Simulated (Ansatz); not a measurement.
Mulliken charges of CH4F2OSi (`O[SiH2]C(F)F`) from r2SCAN/def2-TZVPP in Ansatz (PBE0-D4/def2-TZVP geometry).

```tsv
atom	x (Å)	y (Å)	z (Å)	charge (e)
O1	-1.754	0.333	0.586	-0.417
Si2	-0.606	-0.561	-0.171	0.497
C3	1.026	0.440	-0.274	0.247
F4	1.420	0.781	0.996	-0.219
F5	2.016	-0.329	-0.816	-0.209
H6	-1.612	0.559	1.507	0.209
H7	-1.100	-0.822	-1.541	-0.070
H8	-0.278	-1.818	0.548	-0.082
H9	0.977	1.370	-0.853	0.044
```

Problem. By hand: the dipole of these point charges (1 e Å = 4.8032 D).

Solution. Σ q r = (-0.243, -0.028, -0.104) e Å, of length 0.266 e Å = 1.28 D.

Problem. How does the dipole of the full density compare? (Estimate.)

Solution. Ansatz gave: (-0.225, 0.089, 0.084) e Å, 1.23 D; the point charges give 1.04 times that, at 50° from its direction.

Point charges leave out the atoms' own dipoles, such as those of lone pairs, and Mulliken's split depends on the basis, so the two needn't agree.
